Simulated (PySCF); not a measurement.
SMILES CB(C)CB(C)C (C₅H₁₄B₂) (GFN2-xTB optimised geometry):

```
21

B     -1.215     1.742    -1.501
C     -2.595     1.311    -2.134
C     -0.160     2.512    -2.388
C     -0.889     1.372     0.000
B     -0.102     0.002     0.000
C     -0.879    -1.372    -0.033
C      1.476     0.002     0.000
H     -2.982     0.383    -1.721
H     -3.341     2.077    -1.914
H     -2.565     1.215    -3.218
H      0.377     1.782    -2.997
H      0.590     3.058    -1.820
H     -0.623     3.205    -3.087
H     -1.813     1.274     0.568
H     -0.280     2.152     0.456
H     -0.381    -2.152     0.541
H     -0.907    -1.728    -1.064
H     -1.911    -1.312     0.307
H      1.902     0.858    -0.518
H      1.911    -0.902    -0.423
H      1.831     0.060     1.030
```

Calculation: B3LYP/def2-SVP (PySCF).

Question: What are the frontier orbital energies and the dipole moment?

Answer: HOMO-2 -8.37 eV, HOMO-1 -8.04 eV, HOMO -7.77 eV, LUMO -0.95 eV, LUMO+1 0.65 eV; dipole moment 0.04 D.

On the same geometry PySCF with PBE/def2-SVP gives HOMO-2 -7.16 eV, HOMO-1 -6.84 eV, HOMO -6.65 eV, LUMO -1.71 eV, LUMO+1 -0.19 eV; dipole moment 0.07 D.

Meta-Löwdin charges at B3LYP/def2-SVP: B1 0.28, C2 -0.41, C3 -0.41, C4 -0.39, B5 0.28, C6 -0.41, C7 -0.41, H8 0.10, H9 0.12, H10 0.10, H11 0.12, H12 0.09, H13 0.10, H14 0.10, H15 0.10, H16 0.10, H17 0.12, H18 0.09, H19 0.10, H20 0.10, H21 0.12.
